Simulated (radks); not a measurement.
The numbers below are computed, except where a source is named.
Fractional charge and spin in the 2s shell of neon: the spin-up occupation runs from 0 to 1 and the spin-down occupation from 0 to 1; the fullest corner is Ne+, [He] 2p(up 2.5, down 2.5) 2s(up 1, down 1). Code: a radial shooting solver on a logarithmic mesh with Libxc functionals. Model: scalar-relativistic Kohn-Sham, PBE, spin-polarised, spherical densities, point nucleus. Energy (eV) minus the two flat planes that join the four corners (they meet along the diagonal where the two added fractions sum to one electron); zero is where a piecewise linear energy would lie.

| down \ up | 0 | 0.25 | 0.5 | 0.75 | 1 |
|---|---|---|---|---|---|
| 0 | 0.000 | -2.175 | -2.887 | -2.156 | 0.000 |
| 0.25 | -2.175 | -2.711 | -1.817 | 0.489 | -1.974 |
| 0.5 | -2.887 | -1.817 | 0.651 | -1.660 | -2.616 |
| 0.75 | -2.156 | 0.489 | -1.660 | -2.465 | -1.949 |
| 1 | 0.000 | -1.974 | -2.616 | -1.949 | 0.000 |

Corners above the fullest one (they belong to Ne2+ and the next ion): (up 1, down 0) 65.971 eV, (up 0, down 1) 65.971 eV, (up 0, down 0) 156.58 eV. With half an added electron in each spin the energy lies 0.651 eV from the planes, and with half an added electron in spin up alone -2.887 eV. The planes are only a guide here: the flat-plane condition holds for ground states with one frontier orbital, while this shell lies below other occupied shells, so the corners above the fullest one are inner-hole states and not the ground states of those ions.
